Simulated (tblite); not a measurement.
Compound: C₂H₉OSi₂ (doublet state).
Bonds: C1–O2, O2–C3, C3–Si4, Si4–Si5. Hydrogens: H6, H7, H8 on C1; H9 on C3; H10, H11 on Si4; H12, H13, H14 on Si5.

A start from a force field or distance geometry was refined with GFN2-xTB geometry optimisation, gas phase in tblite 0.8.0. Values at the start:

```csv
coordinate,start
C1–O2,1.434 Å
C1–H6,1.097 Å
O2–C3,1.365 Å
C3–Si4,1.812 Å
C3–H9,1.077 Å
Si4–Si5,2.296 Å
Si4–H10,1.491 Å
Si5–H12,1.485 Å
Si5–H14,1.500 Å
C1–O2–C3,112.2°
O2–C3–Si4,121.7°
C3–Si4–Si5,112.0°
C1–O2–C3–Si4,178°
O2–C3–Si4–Si5,66°
```

**Question.** How do these coordinates change at the GFN2-xTB level?

**Answer.** 
```tsv
coordinate	GFN2-xTB (Å or °)	change
Si5–H14	1.468	-0.032
C1–O2	1.404	-0.030
C3–Si4	1.842	+0.030
Si4–Si5	2.321	+0.025
Si4–H10	1.469	-0.022
Si5–H12	1.466	-0.019
C3–H9	1.083	+0.006
O2–C3	1.362	-0.003
C1–H6	1.096	-0.001
C1–O2–C3	116.6	+4.4
O2–C3–Si4	118.2	-3.5
C3–Si4–Si5	112.6	+0.6
C1–O2–C3–Si4	-172	+10
O2–C3–Si4–Si5	58	-8
```

The energy falls by 0.111 eV over 86 L-BFGS steps, the largest force on an atom goes from 1.11 to 0.008 eV/Å, and the atoms move by 0.144 Å rms after alignment. The bond that changes most is Si5–H14 (ends: silicon bonded to Si and 3 H; hydrogen on silicon), which shortens by 0.032 Å. Bonds longer at the end by more than 0.005 Å: 4 of 13; shorter: 7. Among the dihedrals that turn most is C1–O2–C3–Si4, from 178° to -172°. Rotational constants go from 6118, 1307, 1142 to 5519, 1369, 1161 MHz.

Time: 0.48 s of wall time. Hardware: one thread, Arm Neoverse V1 (aarch64), shared host with 64 logical CPUs at a one-minute load of 43.

Its lowest GFN2-xTB frequency is 19i cm⁻¹, too small to tell a flat minimum from a shallow saddle. 3 starts were optimised and ended at 0.00, 0.02 and 1.18 kcal/mol (GFN2-xTB); the lowest of these is shown.

One conformer stands for the species.

These are computed values.
